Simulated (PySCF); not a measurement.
C4H8Si, SMILES C(=C([SiH3])C)=C.

Coordinates come from a B3LYP-D3(BJ)/def2-SVP optimisation. This is a generated structure with no PubChem entry under its InChIKey; it may be hypothetical.

Level of theory: PySCF with ωB97X/def2-TZVP.

The molecule is in vacuum.

- total energy = -446.68333 hartree
- point group = Cs
- highest occupied level = -9.71 eV
- lowest empty level = 2.15 eV
- orbital gap = 11.85 eV
- dipole moment = 0.64 D
- quadrupole, principal values (traceless, Buckingham form, about the centre of nuclear charge) = -2.19, -0.92, 3.11 D·Å
- mean static polarisability = 78.7 bohr³ (11.66 Å³)
- polarisability, principal values = 57.6, 68.4, 110.0 bohr³
